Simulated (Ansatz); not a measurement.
Consider the hydrogen abstraction from the Al–H bond: `C#[C][AlH][CH3]` + `[OH]`• → `C#[C][Al][CH3]`• + H₂O.

Gas-phase electronic energies from Ansatz, PBE0-D4/def2-TZVP geometries. CBS: def2 TZ/QZ extrapolation, frozen cores. DFT in def2-TZVPP. No spin–orbit coupling; open shells (•) take unrestricted orbitals.

`C#[C][AlH][CH3]`:

Cartesian coordinates in Å:
```
C 1.521 1.302 -1.883
C 0.826 1.026 -0.930
Al -0.271 0.585 0.573
C -0.802 -1.267 0.829
H 2.133 1.548 -2.721
H -0.697 1.764 1.540
H -1.402 -1.614 -0.019
H 0.076 -1.920 0.870
H -1.384 -1.423 1.740
```

`[OH]`•:

```xyz
2

O     0.233    0.224    0.364
H    -0.233   -0.224   -0.364
```

`C#[C][Al][CH3]`•:

```xyz
8

C    -0.394    0.771   -2.559
C    -0.110    0.799   -1.380
Al    0.379    0.998    0.464
C     0.223   -0.581    1.615
H    -0.647    0.738   -3.595
H    -0.814   -0.933    1.601
H     0.844   -1.385    1.205
H     0.519   -0.406    2.650
```

H₂O:

```xyz
3

O     0.149   -0.285    0.219
H     0.613    0.270   -0.412
H    -0.762    0.015    0.193
```

CCSD(T)/CBS gives -153.1 kJ/mol.

(1) Another level gave -152.4 kJ/mol. Which?
A. r2SCAN-D4/def2-TZVPP
B. BHLYP-D4/def2-TZVPP
C. revPBE-D4/def2-TZVPP
D. B2PLYP/def2-TZVPP

Largest T1 diagnostic among the species: 0.015.

## Answers

(1) A. r2SCAN-D4 -152.4, revPBE-D4 -163.8, B2PLYP -147.7, BHLYP-D4 -122.4 kJ/mol.

From BLYP to BHLYP (50 % exact exchange), in def2-TZVPP and without D4, ΔE moves by +32.6 kJ/mol. In def2-TZVPP, CCSD(T) changes the Hartree–Fock value by −69.6 kJ/mol (the triples alone add −7.3 kJ/mol) and MP2 by −96.9 kJ/mol. At CCSD(T), def2-SVP lies +25.4 kJ/mol from the extrapolated value and def2-TZVPP +8.4 kJ/mol.
